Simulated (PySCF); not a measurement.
Excitation energy of Sb by level of theory

Sb [Kr] 4d10 5s2 5p3 (4S) → Sb [Kr] 4d10 5s1 5p4 (4P), as a difference of total energies. Computed with PySCF 2.14 in aug-cc-pVQZ-PP with one added diffuse shell each of s, p, d, f, g type with ECP28MDF (8s8p6d4f3g, 117 functions), with scalar relativity through the core potential. Correlated levels: valence: 4s2 4p6 4d10 frozen. The calculations carry no spin-orbit coupling.

```tsv
method	excitation energy (cm⁻¹)
UHF	59579
LDA	66042
PBE	64646
PBE0	63863
r2SCAN	62648
B3LYP	64510
MP2 (valence)	60025
SCS-MP2 (valence)	60095
```

Estimate what wB97X-V gives.

64427 cm⁻¹, closest to B3LYP among the rows shown.

Estimate what M06 gives.

66122 cm⁻¹, closest to LDA among the rows shown.
